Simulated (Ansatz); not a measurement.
Coupled-cluster diagnostics for (H2Ga-mu-H)2 (Ga2H6), Ansatz.

Geometry of the singlet (PBE0-D4/def2-TZVP):

Cartesian coordinates in Å:
```
Ga -0.366 1.236 -0.096
H 0.414 2.059 -1.159
H -1.509 1.663 0.868
H -0.806 -0.301 -0.815
Ga 0.366 -1.236 0.096
H -0.405 -2.073 1.155
H 1.509 -1.648 -0.874
H 0.798 0.299 0.824
```

Correlated methods freeze 18 core orbitals; core or outer-core shells of Ga are correlated, in sets that lack core-valence functions.

Question: Estimate the CCSD(T) correlation energy, the shares of MP2 and (T), T1 and the reference's ⟨S²⟩ for: charge 0, singlet, own geometry in def2-TZVPP; and the rough time on 4 threads of Arm Neoverse V2 on a shared host.

Answer: 
```json
{"state": "charge 0, singlet, own geometry", "basis": "def2-TZVPP", "correlation (eV)": "-14.964", "MP2 share (%)": "92.4", "(T) share (%)": "3.5", "T1": "0.014", "⟨S²⟩ (pure)": "0.00 (0.00)", "wall time": "25 s"}
```
Customary marks for T1 are 0.02 (closed shells), 0.045 (open shells) and about 0.05 (3d metals). T1 stays under 0.02 throughout.
